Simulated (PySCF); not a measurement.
# Computed properties of CHAlFNO, SMILES O=C=[N][AlH][F]

Al(F)(H)(NCO) (CHAlFNO), SMILES O=C=[N][AlH][F]. The structure is a stationary point at B3LYP-D3(BJ)/def2-SVP. The values are those of a single conformer. All values are computed for the isolated molecule unless a solvent is named; none is compared with measurement here.

**Structure.** The optimised structure has Cs symmetry. All 12 harmonic modes at B3LYP-D3(BJ)/def2-SVP (PySCF) are real, so it is a minimum. With heavy atoms numbered as in [AlH:1]([F:2])[N:4]=[C:5]=[O:6], the shortest bond between them is C5–O6 at 1.170 Å and the longest Al1–N4 at 1.767 Å.

**Vibrations.** The strongest infrared lines (harmonic, unscaled, degenerate partners summed) lie at 2425 cm⁻¹ (1377 km/mol, C 70 %, N 17 %, O 12 %), 501 cm⁻¹ (189 km/mol, H 73 %, Al 20 %), 885 cm⁻¹ (183 km/mol, F 51 %, Al 47 %). The softest mode is at 76 cm⁻¹ and the zero-point energy is 14.8 kcal/mol.

**Electronic structure.** ωB97X/def2-TZVP (PySCF) places the frontier levels at -11.32 and 0.58 eV, a gap of 11.90 eV, and gives a dipole moment of 1.78 D and a mean polarisability of 41.4 bohr³.

**Excitations.** TDA-ωB97X/def2-SVPD (PySCF) has S1 at 6.51 eV (190 nm, f = 0.004, weak); the most intense of the 10 singlets computed lies at 8.76 eV (f = 0.42). T1 (TDA) is at 6.35 eV, 0.16 eV under S1. No vertical singlet excitation falls in the visible range (under 3.1 eV).

**NMR.** GIAO shifts at PBE0/pcSseg-1 (PySCF) (non-relativistic, atoms alike by connectivity averaged): ¹³C at 129.3 ppm against TMS; ¹H at 4.3 ppm against TMS; ¹⁹F at -154.1 ppm against CFCl3.
